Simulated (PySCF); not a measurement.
## Gallium: a sound run and one with changed settings

Sound run: Ga [Ar] 3d10 4s2 4p1, Ga+ [Ar] 3d10 4s2. Computed with PySCF 2.14 in cc-pVDZ-PP with ECP10MDF (4s3p2d, 23 functions), with a scalar-relativistic core potential. In the sound run the correlated levels freeze 3s2 3p6 3d10 outside the core potential. The sound run starts from symmetry-adapted Hartree-Fock orbitals and uses a fine grid where one is needed.

Changed run: a valence shell is frozen. This setting is unsound on purpose.

Ionisation energy of Ga:

```
 method  sound run (eV)  changed run (eV)
    UHF           5.515             5.515
    MP2           5.665             5.515
SCS-MP2           5.644             5.515
   CCSD           5.727             5.515
CCSD(T)           5.739             5.515
  CCSDT             n/a             5.515
    FCI             n/a             5.515
```

Freezing a valence shell removes pair correlation that changes on ionisation.

For comparison, NIST gives 5.999 eV between the lowest levels.
